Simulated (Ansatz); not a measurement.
A first, cheap relaxation of CH₆GeN₂O.

```yaml
crystal:
  periodic: [false, false, false]
  atoms:
    - {symbol: N, position_ang: [-0.931600, 0.463500, 1.459800]}
    - {symbol: C, position_ang: [-0.556900, -0.429000, 0.402300]}
    - {symbol: N, position_ang: [0.735100, -0.909500, 0.580200]}
    - {symbol: Ge, position_ang: [0.719800, 0.316300, -0.906500]}
    - {symbol: O, position_ang: [0.764000, -0.651600, -2.431800]}
    - {symbol: H, position_ang: [-1.916000, 0.892900, 1.163300]}
    - {symbol: H, position_ang: [-0.311900, 1.336200, 1.493600]}
    - {symbol: H, position_ang: [-1.233200, -1.198300, 0.091200]}
    - {symbol: H, position_ang: [1.256200, -0.369600, 1.400700]}
    - {symbol: H, position_ang: [1.721300, 1.398700, -0.637500]}
    - {symbol: H, position_ang: [-0.181400, -0.906600, -2.594700]}
basis:
  gaussian: {orbitals: def2-SVP}
hamiltonian: {xc: pbe, dispersion: d4}
relax: {f_tol: 0.03, max_steps: 200}
```

```sh
$ ansatz run in.yaml --threads 4 --pin off --events-out ev --progress --plain --max-ram 10444MiB
```

It prints (some lines left out):

```
Functional definition: PBE
mean field -62650.67204425 eV, -2302.3697314756 hartree, gradient 2.5e-5 eV, S^2 0.000000; 0 other end points of the search recorded, 0 dependent functions left out
relax step   1: F+E_penalty+E_count = -62650.89696118 eV  Δ(F+E_penalty+E_count) = +0.000e0 eV  max|allowed force component| = 3.817e0 eV/Å  Δτ_max = 0.0000 Å  (32 SCF iters, accepted)
mean field -62651.45962742 eV, -2302.3986746229 hartree, gradient 1.4e-5 eV, S^2 0.000000; 0 other end points of the search recorded, 0 dependent functions left out
relax step   2: F+E_penalty+E_count = -62651.67994015 eV  Δ(F+E_penalty+E_count) = -7.830e-1 eV  max|allowed force component| = 9.488e-1 eV/Å  Δτ_max = 0.1981 Å  (39 SCF iters, accepted)
mean field -62651.64769463 eV, -2302.4055859658 hartree, gradient 1.5e-5 eV, S^2 0.000000; 0 other end points of the search recorded, 0 dependent functions left out
relax step   3: F+E_penalty+E_count = -62651.86563452 eV  Δ(F+E_penalty+E_count) = -1.857e-1 eV  max|allowed force component| = 7.801e-1 eV/Å  Δτ_max = 0.1944 Å  (33 SCF iters, accepted)
mean field -62651.74943182 eV, -2302.4093247385 hartree, gradient 1.3e-5 eV, S^2 0.000000; 0 other end points of the search recorded, 0 dependent functions left out
relax step   4: F+E_penalty+E_count = -62651.96572129 eV  Δ(F+E_penalty+E_count) = -1.001e-1 eV  max|allowed force component| = 8.703e-1 eV/Å  Δτ_max = 0.2000 Å  (40 SCF iters, accepted)
mean field -62651.88617187 eV, -2302.4143498425 hartree, gradient 1.1e-5 eV, S^2 0.000000; 0 other end points of the search recorded, 0 dependent functions left out
relax step   5: F+E_penalty+E_count = -62652.10369085 eV  Δ(F+E_penalty+E_count) = -1.380e-1 eV  max|allowed force component| = 9.239e-1 eV/Å  Δτ_max = 0.1917 Å  (40 SCF iters, accepted)
mean field -62652.05669513 eV, -2302.4206164568 hartree, gradient 1.4e-5 eV, S^2 0.000000; 0 other end points of the search recorded, 0 dependent functions left out
relax step   6: F+E_penalty+E_count = -62652.27997821 eV  Δ(F+E_penalty+E_count) = -1.763e-1 eV  max|allowed force component| = 1.153e0 eV/Å  Δτ_max = 0.1942 Å  (40 SCF iters, accepted)
mean field -62652.24046437 eV, -2302.4273698519 hartree, gradient 1.5e-5 eV, S^2 0.000000; 0 other end points of the search recorded, 0 dependent functions left out
relax step   7: F+E_penalty+E_count = -62652.46321602 eV  Δ(F+E_penalty+E_count) = -1.832e-1 eV  max|allowed force component| = 1.322e0 eV/Å  Δτ_max = 0.1946 Å  (38 SCF iters, accepted)
mean field -62652.38200732 eV, -2302.4325714592 hartree, gradient 2.6e-5 eV, S^2 0.000000; 0 other end points of the search recorded, 0 dependent functions left out
relax step   8: F+E_penalty+E_count = -62652.60641712 eV  Δ(F+E_penalty+E_count) = -1.432e-1 eV  max|allowed force component| = 1.172e0 eV/Å  Δτ_max = 0.1388 Å  (36 SCF iters, accepted)
mean field -62652.51521249 eV, -2302.4374666591 hartree, gradient 2.5e-5 eV, S^2 0.000000; 0 other end points of the search recorded, 0 dependent functions left out
relax step   9: F+E_penalty+E_count = -62652.73172956 eV  Δ(F+E_penalty+E_count) = -1.253e-1 eV  max|allowed force component| = 7.520e-1 eV/Å  Δτ_max = 0.1991 Å  (37 SCF iters, accepted)
mean field -62652.60067033 eV, -2302.4406071767 hartree, gradient 2.3e-5 eV, S^2 0.000000; 0 other end points of the search recorded, 0 dependent functions left out
relax step  10: F+E_penalty+E_count = -62652.81183669 eV  Δ(F+E_penalty+E_count) = -8.011e-2 eV  max|allowed force component| = 8.731e-1 eV/Å  Δτ_max = 0.1949 Å  (38 SCF iters, accepted)
mean field -62652.66921977 eV, -2302.4431263221 hartree, gradient 2.0e-5 eV, S^2 0.000000; 0 other end points of the search recorded, 0 dependent functions left out
relax step  11: F+E_penalty+E_count = -62652.87995176 eV  Δ(F+E_penalty+E_count) = -6.812e-2 eV  max|allowed force component| = 4.191e-1 eV/Å  Δτ_max = 0.1999 Å  (38 SCF iters, accepted)
mean field -62652.73312514 eV, -2302.4454748011 hartree, gradient 2.3e-5 eV, S^2 0.000000; 0 other end points of the search recorded, 0 dependent functions left out
relax step  12: F+E_penalty+E_count = -62652.94036435 eV  Δ(F+E_penalty+E_count) = -6.041e-2 eV  max|allowed force component| = 4.630e-1 eV/Å  Δτ_max = 0.1909 Å  (38 SCF iters, accepted)
mean field -62652.80613494 eV, -2302.4481578617 hartree, gradient 2.2e-5 eV, S^2 0.000000; 0 other end points of the search recorded, 0 dependent functions left out
relax step  13: F+E_penalty+E_count = -62653.01320444 eV  Δ(F+E_penalty+E_count) = -7.284e-2 eV  max|allowed force component| = 3.254e-1 eV/Å  Δτ_max = 0.2000 Å  (38 SCF iters, accepted)
mean field -62652.83246379 eV, -2302.4491254290 hartree, gradient 2.2e-5 eV, S^2 0.000000; 0 other end points of the search recorded, 0 dependent functions left out
relax step  14: F+E_penalty+E_count = -62653.04075301 eV  Δ(F+E_penalty+E_count) = -2.755e-2 eV  max|allowed force component| = 3.790e-1 eV/Å  Δτ_max = 0.1938 Å  (38 SCF iters, accepted)
mean field -62652.84898932 eV, -2302.4497327311 hartree, gradient 1.1e-5 eV, S^2 0.000000; 0 other end points of the search recorded, 0 dependent functions left out
relax step  15: F+E_penalty+E_count = -62653.05719983 eV  Δ(F+E_penalty+E_count) = -1.645e-2 eV  max|allowed force component| = 6.522e-1 eV/Å  Δτ_max = 0.1937 Å  (32 SCF iters, accepted)
mean field -62652.86412587 eV, -2302.4502889890 hartree, gradient 2.4e-5 eV, S^2 0.000000; 0 other end points of the search recorded, 0 dependent functions left out
relax step  16: F+E_penalty+E_count = -62653.07321185 eV  Δ(F+E_penalty+E_count) = -1.601e-2 eV  max|allowed force component| = 4.088e-1 eV/Å  Δτ_max = 0.0685 Å  (32 SCF iters, accepted)
mean field -62652.87332042 eV, -2302.4506268825 hartree, gradient 1.6e-5 eV, S^2 0.000000; 0 other end points of the search recorded, 0 dependent functions left out
relax step  17: F+E_penalty+E_count = -62653.08182890 eV  Δ(F+E_penalty+E_count) = -8.617e-3 eV  max|allowed force component| = 1.513e-1 eV/Å  Δτ_max = 0.0695 Å  (31 SCF iters, accepted)
mean field -62652.87560577 eV, -2302.4507108676 hartree, gradient 1.2e-5 eV, S^2 0.000000; 0 other end points of the search recorded, 0 dependent functions left out
relax step  18: F+E_penalty+E_count = -62653.08424915 eV  Δ(F+E_penalty+E_count) = -2.420e-3 eV  max|allowed force component| = 9.197e-2 eV/Å  Δτ_max = 0.0369 Å  (31 SCF iters, accepted)
mean field -62652.87705202 eV, -2302.4507640163 hartree, gradient 2.2e-5 eV, S^2 0.000000; 0 other end points of the search recorded, 0 dependent functions left out
relax step  19: F+E_penalty+E_count = -62653.08591549 eV  Δ(F+E_penalty+E_count) = -1.666e-3 eV  max|allowed force component| = 6.883e-2 eV/Å  Δτ_max = 0.0617 Å  (32 SCF iters, accepted)
mean field -62652.87794741 eV, -2302.4507969215 hartree, gradient 2.2e-5 eV, S^2 0.000000; 0 other end points of the search recorded, 0 dependent functions left out
relax step  20: F+E_penalty+E_count = -62653.08670100 eV  Δ(F+E_penalty+E_count) = -7.855e-4 eV  max|allowed force component| = 6.769e-2 eV/Å  Δτ_max = 0.0364 Å  (31 SCF iters, accepted)
mean field -62652.87850048 eV, -2302.4508172463 hartree, gradient 2.2e-5 eV, S^2 0.000000; 0 other end points of the search recorded, 0 dependent functions left out
relax step  21: F+E_penalty+E_count = -62653.08722169 eV  Δ(F+E_penalty+E_count) = -5.207e-4 eV  max|allowed force component| = 5.390e-2 eV/Å  Δτ_max = 0.0340 Å  (32 SCF iters, accepted)
mean field -62652.87895880 eV, -2302.4508340891 hartree, gradient 2.3e-5 eV, S^2 0.000000; 0 other end points of the search recorded, 0 dependent functions left out
relax step  22: F+E_penalty+E_count = -62653.08763542 eV  Δ(F+E_penalty+E_count) = -4.137e-4 eV  max|allowed force component| = 5.133e-2 eV/Å  Δτ_max = 0.0399 Å  (31 SCF iters, accepted)
mean field -62652.87901017 eV, -2302.4508359769 hartree, gradient 2.3e-5 eV, S^2 0.000000; 0 other end points of the search recorded, 0 dependent functions left out
relax step  23: F+E_penalty+E_count = -62653.08779178 eV  Δ(F+E_penalty+E_count) = -1.564e-4 eV  max|allowed force component| = 6.396e-2 eV/Å  Δτ_max = 0.0359 Å  (31 SCF iters, accepted)
mean field -62652.87949005 eV, -2302.4508536125 hartree, gradient 2.3e-5 eV, S^2 0.000000; 0 other end points of the search recorded, 0 dependent functions left out
relax step  24: F+E_penalty+E_count = -62653.08816793 eV  Δ(F+E_penalty+E_count) = -3.761e-4 eV  max|allowed force component| = 3.400e-2 eV/Å  Δτ_max = 0.0134 Å  (31 SCF iters, accepted)
mean field -62652.87979945 eV, -2302.4508649825 hartree, gradient 2.3e-5 eV, S^2 0.000000; 0 other end points of the search recorded, 0 dependent functions left out
relax step  25: F+E_penalty+E_count = -62653.08841713 eV  Δ(F+E_penalty+E_count) = -2.492e-4 eV  max|allowed force component| = 1.731e-2 eV/Å  Δτ_max = 0.0233 Å  (31 SCF iters, accepted)
mean field -62652.87999548 eV, -2302.4508721865 hartree, gradient 2.3e-5 eV, S^2 0.000000; 0 other end points of the search recorded, 0 dependent functions left out
relax step  26: F+E_penalty+E_count = -62653.08860951 eV  Δ(F+E_penalty+E_count) = -1.924e-4 eV  max|allowed force component| = 4.444e-2 eV/Å  Δτ_max = 0.0374 Å  (31 SCF iters, accepted)
mean field -62652.88009765 eV, -2302.4508759411 hartree, gradient 2.3e-5 eV, S^2 0.000000; 0 other end points of the search recorded, 0 dependent functions left out
relax step  27: F+E_penalty+E_count = -62653.08873573 eV  Δ(F+E_penalty+E_count) = -1.262e-4 eV  max|allowed force component| = 5.455e-2 eV/Å  Δτ_max = 0.0341 Å  (30 SCF iters, accepted)
mean field -62652.88020117 eV, -2302.4508797455 hartree, gradient 2.3e-5 eV, S^2 0.000000; 0 other end points of the search recorded, 0 dependent functions left out
relax step  28: F+E_penalty+E_count = -62653.08885877 eV  Δ(F+E_penalty+E_count) = -1.230e-4 eV  max|allowed force component| = 4.344e-2 eV/Å  Δτ_max = 0.0156 Å  (32 SCF iters, accepted)
mean field -62652.88037783 eV, -2302.4508862378 hartree, gradient 1.7e-5 eV, S^2 0.000000; 0 other end points of the search recorded, 0 dependent functions left out
relax step  29: F+E_penalty+E_count = -62653.08907970 eV  Δ(F+E_penalty+E_count) = -2.209e-4 eV  max|allowed force component| = 2.297e-2 eV/Å  Δτ_max = 0.0309 Å  (31 SCF iters, accepted)
mean field -62652.88037783 eV, -2302.4508862378 hartree, gradient 2.0e-5 eV, S^2 0.000000; 1 other end points of the search recorded, 0 dependent functions left out
Total energy: -62653.08911760 eV, -2302.4585572825 hartree
Atom 0 at    -1.001649     0.162854     2.053522 Å, force    -0.003467    -0.003172    -0.006164 eV/Å
Atom 1 at    -0.901128     0.323771     0.711420 Å, force     0.005057    -0.002799    -0.006577 eV/Å
Atom 2 at     0.129863     0.119722    -0.040029 Å, force    -0.002933    -0.000715     0.016596 eV/Å
Atom 3 at     0.352574     0.210109    -2.175581 Å, force     0.012117    -0.002033     0.000185 eV/Å
Atom 4 at     1.730691    -1.041639    -2.021512 Å, force    -0.004376    -0.004807    -0.002663 eV/Å
Atom 5 at    -1.889867     0.316413     2.527357 Å, force     0.016666    -0.002502     0.000056 eV/Å
Atom 6 at    -0.211337    -0.161174     2.611763 Å, force    -0.014237     0.006275    -0.001340 eV/Å
Atom 7 at    -1.825834     0.680926     0.215737 Å, force     0.016148    -0.005269     0.010205 eV/Å
Atom 8 at     0.984632    -0.255548     0.399572 Å, force    -0.022973     0.009890    -0.012010 eV/Å
Atom 9 at     1.335095     1.472367    -1.917543 Å, force    -0.002863    -0.003655    -0.001112 eV/Å
Atom 10 at     1.362360    -1.884802    -2.344106 Å, force     0.000861     0.008786     0.002824 eV/Å
Dipole moment:    -0.738015    -0.190273     1.495693 e Å
```

It took 43 s on 4 threads of an Arm Neoverse V1 on a shared host, with 0.18 GiB of host memory at the peak.
